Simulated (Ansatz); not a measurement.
Consider the ligand exchange at a B–S bond: `BSC(F)[SiH3]` + `B1N[SiH2]1` → `BN1B[SiH2]1` + `FC([SiH3])S`.

Calculated with Ansatz (gas phase, PBE0-D4/def2-TZVP geometries, no zero-point term in ΔE). CCSD(T)/CBS adds triple-zeta CCSD(T) − MP2 to the extrapolated MP2 energy (def2 sets, frozen cores). One conformer a species, not always the lowest.

```tsv
species	MP2/def2-SVP energy (Eh)
`BSC(F)[SiH3]`	-852.22654
`B1N[SiH2]1`	-370.57886
`BN1B[SiH2]1`	-395.91751
`FC([SiH3])S`	-826.88588
```

(1) Work out ΔE.

Largest T1 diagnostic among the species: 0.014.

## Answers

(1) ΔE = (-395.91751) + (-826.88588) − (-852.22654) − (-370.57886) = 0.00201 Eh = +5.3 kJ/mol. CCSD(T)/CBS gives +6.9 kJ/mol.

From BLYP to BHLYP (50 % exact exchange), in def2-TZVPP and without D4, ΔE moves by −8.9 kJ/mol. Leaving LDA and LC-ωPBE aside and taking each functional with its dispersion term where it has one, the values, not all of them listed here, spread over 18.0 kJ/mol, from BHLYP-D4 to PBE-D4. In def2-TZVPP, CCSD(T) changes the Hartree–Fock value by +20.3 kJ/mol (the triples alone add +3.7 kJ/mol) and MP2 by +20.2 kJ/mol.
